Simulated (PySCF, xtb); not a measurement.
C2H3AlBrF, SMILES C=[CH][Al]([F])[Br].

GFN2-xTB in xtb at its own geometry gives an orbital gap of 4.14 eV and a dipole moment of 4.16 D.

The structure is a stationary point at B3LYP-D3(BJ)/def2-SVP. The structure was generated by enumeration; whether it is a known compound was not checked. The values are those of a single conformer.

Question: What does PBE0/def2-TZVP (PySCF) give? (Estimate from the structure and the level; the computed values follow.)

Answer: gap 6.89 eV (levels -8.48 and -1.59 eV), dipole 2.39 D.
